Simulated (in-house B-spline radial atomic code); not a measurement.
Results of a calculation; reference values are marked as such.
**Two electrons in Si: a parabolic dot with ħω = 0.418 meV in all three directions**

For Si the NSM archive of the Ioffe Institute lists m_l = 0.98 m0, m_t = 0.19 m0 and ε = 11.7; the model takes one isotropic valley with the conductivity mass 3/(1/m_l + 2/m_t) = 0.26 m0, and so misses anisotropy and the other valleys. All triplets below are those of one valley; with several valleys two electrons can form a triplet in the 1s orbital itself, at an energy set by the valley splitting.

Effective-mass model with parabolic bands, a uniform dielectric constant, no image charges, no central-cell or spin-orbit terms. Two-electron levels come from full CI in B-splines with partial waves to l = 5 (up to 0.001 effective hartree above the limit).

Q: What are the effective units, and what is the potential in them?

A: Ha* = 27211.386 meV × 0.26/11.7² = 51.68 meV and a* = 0.0529177 nm × 11.7/0.26 = 2.381 nm. The frequency is ω = 0.00808 Ha*. The one-electron levels are 3ω/2 = 0.0121 and 5ω/2 = 0.0202 Ha*.

In these units the lowest s and p orbitals lie at 0.012120 and 0.020200, and their Coulomb and exchange integrals are J_ss = 0.071721, J_sp = 0.059767 and K_sp = 0.01195. (For a parabolic well J_ss = √(2ω/π).) Full CI gives 0.067269 for the ground singlet, 0.069359 for the sp triplet, 0.075350 for the sp singlet and 0.077439 for the lowest triplet of two s orbitals.

Q: What does it cost to add the second electron, to first order and exactly?

A: To first order E = 2ε_s + J_ss = 0.095961, so the charging energy E(2) − 2E(1) is J_ss = 3.707 meV. CI gives 0.067269 − 2 × (0.012120) = 0.043029, or 2.224 meV: relaxation and correlation lower it by 1.483 meV, 40.0 % of J_ss. The s² configuration of one-electron orbitals holds 36.7 % of the state, and the mean radius is 44.7 nm.

Q: How far above the singlet do the triplets lie?

A: To first order the sp triplet lies at ε_s + ε_p + J_sp − K_sp = 0.080134, which is 0.818 meV below 2ε_s + J_ss, so first order fails: the exact ground state of two electrons is a singlet. CI gives 0.069359 − (0.067269) = 0.002090, or 0.108 meV, 26 % of the orbital spacing of 0.4176 meV. The ss triplet lies 0.5256 meV up, so the lower of the two is the sp one, and its gap equals k_BT at 1.25 K. The sp singlet-triplet splitting is 0.3096 meV, against 2K_sp = 1.236 meV. The sp singlet lies ħω above the ground state (0.008080 against 0.00808), as Kohn's theorem demands for a parabolic well. With the repulsion this large beside the spacing the electrons keep apart, as in a Wigner molecule, and the splitting shrinks.
